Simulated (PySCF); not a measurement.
**Predicted spectroscopic data**

Level of theory: geometry from GFN2-xTB, PBE0/pcSseg-1 with gauge-including orbitals, in PySCF 2.14.0 with density-fitted response routines (gas phase, rapidly exchanging positions averaged, non-relativistic, one computed conformer).

Scale: TMS for $^{1}$H and $^{13}$C (reference shieldings calculated alike). Where no couplings were computed, multiplicities follow the n + 1 count of equivalent neighbours, and m marks all less simple cases (inequivalent or close neighbours, rings, F or P nearby). Shifts are as computed. Against solution values, carbons near 30 ppm lie about +3 ppm off and those near 130 ppm about +5 ppm. Of 1309 compounds with measured shifts, 239 miss one by over three times the rms of a fit or turn the order of signals round; such compounds aren't used in these exercises. OH and NH positions are gas-phase values without hydrogen bonding to other molecules.

Compound 1 (CH13NSi4). $^{1}$H NMR (400 MHz, computed): δ 3.56 (s, 9H), 2.75 (s, 3H), -0.90 (br s, 1H). $^{13}$C{$^{1}$H} NMR (computed): δ 36.2. Structure: SMILES CN[Si]([SiH3])([SiH3])[SiH3].

Compound 2 (C6H8OSi). $^{1}$H NMR (400 MHz, computed): δ 9.53 (s, 1H), 3.82 (s, 3H), 1.99 (m, 1H), 1.61 (m, 1H), 1.50 (d, 1H), 1.33 (m, 1H). $^{13}$C{$^{1}$H} NMR (computed): δ 212.1, 86.3, 76.2, 26.4, 22.5, 15.1. Structure: `C#C[C@@H]1C[C@]1([SiH3])C=O`.

Compound 3 (C3H11NOSi3). $^{1}$H NMR (400 MHz, computed): δ 7.44 (m, 1H), 7.42 (m, 1H), 5.32 (m, 1H), 5.27 (m, 1H), 5.24 (m, 1H), 5.22 (m, 1H), 5.14 (m, 1H), 0.42 (br s, 1H), 0.24 (m, 3H). $^{13}$C{$^{1}$H} NMR (computed): δ 159.1 (CH), 156.0 (CH), -0.4 (CH3). Structure: `C[SiH2]O[Si@H]1C=C[SiH2]N1`.

Compound 4 (C4H5Cl2NSi). $^{1}$H NMR (400 MHz, computed): δ 8.58 (m, 1H), 8.57 (m, 1H), 2.10 (s, 3H). $^{13}$C{$^{1}$H} NMR (computed): δ 173.8, 113.0, 84.6, 5.6. Structure: SMILES C([Si](N=C)(Cl)Cl)#CC.

Compound 5 (CH13NSi4). $^{1}$H NMR (400 MHz, computed): δ 5.10 (t, 2H), 4.75 (s, 6H), 3.91 (m, 2H), 0.24 (t, 3H). $^{13}$C{$^{1}$H} NMR (computed): δ -9.3 (CH3). Structure: `[SiH2]([SiH2]C)N([SiH3])[SiH3]`.
